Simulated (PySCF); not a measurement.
## EPR parameters of C6H9F2O

Species: C6H9F2O (doublet state).
Cartesian coordinates in Å at the GFN2-xTB level; atoms count from 1:
```
atom  x, y, z in Å
C1     1.5368   -1.5132   -0.2031
C2     0.8312   -0.3452   -0.2940
C3     1.5411    0.8881   -0.8099
F4     2.8831    0.6714   -0.9824
C5    -0.5187   -0.1960    0.0375
C6    -1.2264    1.1223   -0.1208
O7    -0.7747    2.0934    0.8068
C8    -1.3285   -1.3043    0.6307
F9    -2.1987   -0.8127    1.5835
H10    1.1006   -2.4321    0.1387
H11    2.5739   -1.5412   -0.4807
H12    1.4372    1.7222   -0.1094
H13    1.1464    1.1821   -1.7900
H14   -2.3090    0.9783   -0.0175
H15   -1.0274    1.5546   -1.1062
H16   -0.9992    1.7874    1.6936
H17   -1.9600   -1.7940   -0.1251
H18   -0.7163   -2.0547    1.1366
```

The hyperfine couplings belong to this conformer and change with its torsions.

As a line formula: `C=C(CF)[C](CO)CF` [radical].

The calculation used UKS B3LYP, pcH-1 on C F H O, non-relativistic, mean-field spin-orbit, GIAO in PySCF 2.14.0. One conformer (not necessarily the lowest) at the GFN2-xTB geometry, without solvent, vibrations or thermal averaging. A GFN2-xTB geometry isn't a minimum of the functional, and hyperfine couplings can be far from their values at a DFT geometry. Stability of the SCF solution: not tested. ⟨S²⟩ is 0.776 where a pure state has 0.75.

| Item | Value |
| --- | --- |
| g1, g2, g3 | 2.00201, 2.00244, 2.00259 |
| g_iso | 2.00235 |
| Form of g | rhombic: the two nearest values differ by 26 % of g3 − g1 |
| ⟨S²⟩ | 0.7758 (exact 0.7500) |
| HOMO–LUMO gap, α and β orbitals | 5.97, 4.98 eV |

Isotropic coupling and dipolar principal values T1 to T3, in G; ρ(0) is the spin density at the nucleus (MHz turned into gauss with g_iso; 10 G = 1 mT):

| atom | isotope | a_iso | T1 | T2 | T3 | Mulliken spin population | ρ(0) (bohr⁻³) |
| --- | --- | --- | --- | --- | --- | --- | --- |
| C1 | 13C | 17.6 | -16.4 | -15.8 | 32.2 | 0.61 | 0.0438 |
| C2 | 13C | -16.9 | -10.2 | 4.1 | 6.1 | -0.26 | -0.0421 |
| C3 | 13C | 2.4 | -0.4 | 0.0 | 0.4 | 0.02 | 0.0060 |
| F4 | 19F | 0.1 | -2.3 | -0.2 | 2.5 | 0.00 | 0.0001 |
| C5 | 13C | 22.5 | -19.8 | -19.3 | 39.1 | 0.68 | 0.0561 |
| C6 | 13C | -7.3 | -0.3 | -0.2 | 0.6 | -0.04 | -0.0183 |
| O7 | 17O | -7.5 | -5.2 | 2.5 | 2.7 | 0.03 | 0.0349 |
| C8 | 13C | -7.2 | -0.5 | -0.1 | 0.6 | -0.05 | -0.0179 |
| F9 | 19F | 28.7 | -9.9 | -9.0 | 18.9 | 0.01 | 0.0191 |
| H10 | 1H | -12.7 | -6.9 | -0.6 | 7.5 | -0.03 | -0.0080 |
| H11 | 1H | -13.4 | -8.0 | -0.2 | 8.2 | -0.03 | -0.0084 |
| H12 | 1H | -5.2 | -0.8 | -0.3 | 1.1 | -0.01 | -0.0033 |
| H13 | 1H | -6.2 | -0.8 | -0.3 | 1.0 | -0.01 | -0.0039 |
| H14 | 1H | 0.4 | -1.4 | -1.0 | 2.4 | 0.00 | 0.0002 |
| H15 | 1H | 12.4 | -1.5 | -0.7 | 2.2 | 0.01 | 0.0077 |
| H16 | 1H | -1.2 | -2.0 | -0.2 | 2.3 | 0.00 | -0.0007 |
| H17 | 1H | 23.3 | -1.3 | -0.7 | 2.0 | 0.03 | 0.0146 |
| H18 | 1H | 8.2 | -1.3 | -0.7 | 2.0 | 0.01 | 0.0051 |

Largest spin populations (Mulliken): C5 (+0.68), C1 (+0.61) and C2 (-0.26). The angles at C5 add up to 359.9°, so it is planar.

Axes: g3 points within 10° of the C1–H10 bond.

Under fast tumbling the dipolar parts average out, and these isotropic splittings remain (the largest six): 1 × 19F (F9, I = 1/2, 2 lines) with 2.87 mT, 2 × 1H (H17/H18, I = 1/2, 3 lines) with 1.57 mT, 1 × 1H (H11, I = 1/2, 2 lines) with 1.34 mT, 1 × 1H (H10, I = 1/2, 2 lines) with 1.27 mT, 2 × 1H (H14/H15, I = 1/2, 3 lines) with 0.64 mT and 2 × 1H (H12/H13, I = 1/2, 3 lines) with 0.57 mT.

Class means assume fast exchange of nuclei equivalent by connectivity; if that motion is slow, each nucleus keeps its own coupling. The 1H value of +44.0 MHz is a mean of couplings from 22.9 to 65.2 MHz in this one geometry, not an average over conformers. The 1H value of +17.9 MHz is a mean of couplings from 1.1 to 34.6 MHz in this one geometry, not an average over conformers.

The 13C coupling of C5 (63.1 MHz) shows only in satellite lines or after enrichment, since that isotope makes up about 1.07 % of natural carbon.

The 17O coupling of O7 (-21.2 MHz) shows only in satellite lines or after enrichment, since that isotope makes up about 0.038 % of natural oxygen.
